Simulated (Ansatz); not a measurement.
Ideal-gas functions of `P[SiH2][GaH2]` at 400 K and 1 bar, from an Ansatz frequency run at PBE0-D4/def2-TZVP.

Molar mass 134.83 g/mol, point group C1 (symmetry number 1), electronic degeneracy 1, moments of inertia 55.973, 359.46, 401.1 u Å². Harmonic wavenumbers (cm⁻¹, unscaled): 36, 84, 135, 317, 324, 437, 450, 518, 594, 631, 715, 755, 800, 928, 1091, 1949, 1958, 2182, 2209, 2404, 2414.

Use S(trans) = R[1.5 ln M + 2.5 ln T − 1.1517]; rotational temperatures θ = 24.2544 K / I; S(rot) = R[ln(√π/σ · √(T³/θAθBθC)) + 1.5]; for each mode x = 1.438777 ν̃/T, S = R[x/(eˣ − 1) − ln(1 − e⁻ˣ)] and H = RT x/(eˣ − 1); 1 cm⁻¹ = 0.0119627 kJ/mol; R = 8.31446 J/(mol·K).

By hand: the entropy, in J/(mol·K).

Translation 176.1. Rotation: θ = 0.4333, 0.0675, 0.0605 K, giving 118.3. Vibration, mode by mode: 25.32, 18.30, 14.40, 7.66, 7.50, 5.36, 5.16, 4.25, 3.42, 3.08, 2.43, 2.17, 1.91, 1.32, 0.82, 0.06, 0.06, 0.03, 0.03, 0.01, 0.01, in all 103.3. Electronic 0.0. Sum 397.7 J/(mol·K).

By hand: H − E and G − E in kJ/mol, counted from the electronic energy.

Zero-point energy ½ × 20931 × 0.0119627 = 125.2; thermal vibration 20.4; translation, rotation and pV give 4 RT = 13.3. H − E = 158.9 kJ/mol, and G − E = 158.9 − 400 × 397.7/1000 = -0.2 kJ/mol.

Vibration gives 26 % of the entropy, 58.0 J/(mol·K) of it from the modes under 150 cm⁻¹: soft modes count most, and the harmonic formula is weakest for them. The sum counts one conformer and one mirror image; others add a mixing term.
